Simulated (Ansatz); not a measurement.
`C[Si](O)(O)F` + `O=C[SiH](O)CF` → `C[Si](O)(F)F` + `O=C[SiH](O)CO`  (redistribution)

Gas-phase electronic energies from Ansatz, PBE0-D4/def2-TZVP geometries. CCSD(T)/CBS is the MP2 limit (def2-TZVPP, def2-QZVPP) plus CCSD(T) − MP2 in def2-TZVPP, frozen cores. This one scheme is used for every species. Functionals use def2-TZVPP. B3LYP here is the variant with VWN-RPA as its local correlation; programs differ in this. One conformer a species, not always the lowest.

```tsv
level	ΔE (kJ/mol)	difference from CCSD(T)/CBS
PBE-D4	-48.2	1.6
r2SCAN-D4	-48.7	1.1
PBE0-D4	-48.6	1.2
B3LYP-D4	-45.9	3.9
ωB97X-V	-46.4	3.4
ωB97M-V	-47.3	2.5
B2PLYP	-47.3	2.5
PBE	-47.6	2.2
r2SCAN	-48.5	1.3
PBE0	-48.1	1.7
B3LYP	-44.9	4.9
HF/def2-TZVPP	-42.3	7.5
MP2/def2-TZVPP	-52.3	-2.5
SCS-MP2/def2-TZVPP	-49.7	0.1
CCSD/def2-TZVPP	-48.9	0.9
CCSD(T)/def2-TZVPP	-49.7	0.1
HF/def2-QZVPP	-43.2	6.6
MP2/def2-QZVPP	-52.7	-2.9
SCS-MP2/def2-QZVPP	-50.1	-0.3
HF/CBS(def2)	-43.4	6.4
MP2/CBS(def2)	-52.4	-2.6
CCSD/CBS(def2)	-49.0	0.8
CCSD(T)/CBS	-49.8	0
```

Largest T1 diagnostic among the species: 0.014.

In def2-TZVPP, CCSD(T) changes the Hartree–Fock value by −7.4 kJ/mol (the triples alone add −0.8 kJ/mol) and MP2 by −10.0 kJ/mol.
